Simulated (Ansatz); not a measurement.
**Isomers**

Structures of Al2H3ClO, singlet, relaxed at PBE0-D4/def2-TZVP (vibrations not checked; lower isomers may exist, and structures with a doubtful reference or unclear bonds are left out). Program: Ansatz 0.2.0. Basis: def2-TZVPP. Cores are frozen in the correlated methods. B3LYP uses VWN-RPA correlation.

Question: Rank them by CCSD(T) energy, lowest first, and give each one's height above the lowest. Links in brackets join atoms within 1.22 times the sum of their covalent radii (1.1 for two metals). (To be estimated.)
A.
a complex of Al₂H₂O ([Al][O][AlH2]) + HCl
```
7
angstrom
Al -1.9333 0.3981 1.4243
O -0.5937 0.1141 0.4266
Al 0.7390 -0.1690 -0.5671
Cl 3.8146 -0.8330 -2.8847
H -2.2084 -0.6072 2.6130
H -2.8425 1.6544 1.1177
H 2.7943 -0.6115 -2.1133
```
B.
Al₂H₃ClO ([AlH2][O][AlH][Cl])
```
7
angstrom
Al -1.6116 -0.0540 0.6084
O -0.0860 -0.0958 -0.1068
Al 1.4755 -0.0422 -0.6945
Cl 2.9038 1.0685 0.3600
H -1.9665 -1.1687 1.6713
H -2.6112 1.0871 0.1644
H 1.8961 -0.7947 -2.0028
```
C.
Al₂H₃ClO ([OH][AlH][AlH][Cl])
```
7
angstrom
O 0.0276 0.9265 -1.8307
Al 0.0789 0.9465 -0.1296
Al 0.1602 -1.4109 0.9120
Cl -1.6360 -2.0812 1.8096
H -0.0348 1.7168 -2.3663
H 0.0486 2.3539 0.6168
H 1.3555 -2.4514 0.9882
```

Answer: The calculation gives: B (0.00 kcal/mol), C (38.24 kcal/mol), A (50.10 kcal/mol). Heights count from the lowest.

Question: Do PBE-D4, r2SCAN-D4, PBE0-D4, B3LYP-D4, wB97M-V, HF, MP2 give the same order? (A judgement: the text doesn't fix the answer.)

Answer: The calculation gives: All do.

The T1 diagnostic stays at or below 0.013.

For scale, one of the runs: CCSD(T)/def2-TZVPP, 199 basis functions, launched by `ansatz run in.yaml --threads 2 --pin off --events-out ev --progress --plain --max-ram 4352MiB`. Time: 51 s of wall clock on 2 CPU threads of an Arm Neoverse V2; the host was shared. Peak host memory: 2.1 GiB.
